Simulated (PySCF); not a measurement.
## ReS₃⁻, singlet: data card

Computed with PBE/[Re def2-SVPD with ECP60, S def2-SVPD], scalar-relativistic core potentials, density fitting, no spin–orbit coupling, PySCF.

The structure is a minimum.

Z-matrix (Å, degrees; charge -1 multiplicity 1):
```
Re
S  1 2.1504
S  1 2.1504 2 120.00
S  1 2.1504 2 120.00 3 180.00
```

| Item | Value |
| --- | --- |
| Point group | D3h |
| Bond lengths | Re–S 2.150 Å (×3) |
| Bond angles | S–Re–S 120.0° (×3) |
| Entropy at 298.15 K and 1 bar | 330.4 J/(mol K) |
| Principal quadrupole moments (Buckingham, traceless) about the centre of mass | -4.52, -4.52, 9.05 D Å |
| Heat capacity Cp at 298.15 K | 73.2 J/(mol K) |
| Dipole moment about the centre of mass | 0.00 D |
| Principal polarisabilities | 87.2, 151.8, 151.8 bohr³ |
| Enthalpy at 298.15 K above 0 K | 17.13 kJ/mol |
| Highest occupied level | -0.69 eV |
| Rotational constants | 0.07602, 0.07602, 0.03801 cm⁻¹ |
| Rotational symmetry number | 6 |
| Zero-point energy | 11.2 kJ/mol |
| Lowest empty level | 0.56 eV |

Harmonic modes (masses in u: Re 186.956, S 31.972):
```json
{"symmetry": "a2''", "ω (cm⁻¹)": "80", "IR (km/mol, summed over degenerate members)": "0.2", "type": "bend"}
{"symmetry": "e'", "ω (cm⁻¹)": "147", "IR (km/mol, summed over degenerate members)": "5.4", "type": "bend"}
{"symmetry": "a1'", "ω (cm⁻¹)": "489", "IR (km/mol, summed over degenerate members)": "0.0", "type": "stretch"}
{"symmetry": "e'", "ω (cm⁻¹)": "502", "IR (km/mol, summed over degenerate members)": "192", "type": "stretch"}
```

In D3h the vibrations span a2'' + 2e' + a1'. The a1' mode carries no infrared intensity, as symmetry demands.

Charges (e); Mulliken and Löwdin values are unreliable with diffuse functions:
```
  atom  Mulliken  Löwdin  polar tensor  Mayer order to Re1
   Re1      1.03   -0.52          0.59                   –
S2,3,4     -0.68   -0.16         -0.53                1.55
```

Mulliken populations on Re1 (electrons outside its core potential): s 2.69, p 5.92, d 5.29, f 0.06.

Outer orbital energies (eV). occupied: -4.64, -3.45, -3.45, -2.51, -2.51, -2.51, -1.72, -0.69; empty: 0.56, 0.56, 1.84, 1.84.

Formally Re is in oxidation state +5, d2, with 0 unpaired electrons (the high-spin count would be 2). The polar-tensor charge on Re, 0.59, is far below the formal one.

Only a few start shapes were tried, so a lower isomer may exist. The lowest empty level of this anion is unbound, so it and the gap depend on the basis. Spin–orbit coupling, left out here, can matter for elements this heavy.

The final relaxation and frequency run took roughly 2.1 core-minutes on a shared host.
